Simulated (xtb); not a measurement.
Si(Cl)(NH2) (ClH2NSi), SMILES N[Si]Cl (connectivity only; charge and spin as stated), neutral, multiplicity 1. All values are semi-empirical tight-binding results from xtb (GFN2-xTB unless named), good for trends rather than for accurate numbers. Coordinates come from a GFN2-xTB optimisation. Other conformers were not sampled.

```yaml
point_group_as_xtb_finds_it: Cs
orbital_gap: 3.25 eV
dipole_moment: 2.37 D
zero_point_energy: 16.4 kcal/mol
G − E(el) at 298.15 K (modified RRHO): -0.7 kcal/mol
static polarisability (D4 model): 56.8 bohr³
solvation energy, GFN2-xTB/ALPB(water): -2.9 kcal/mol
solvation energy, GFN2-xTB/ALPB(hexane): -2.1 kcal/mol
```
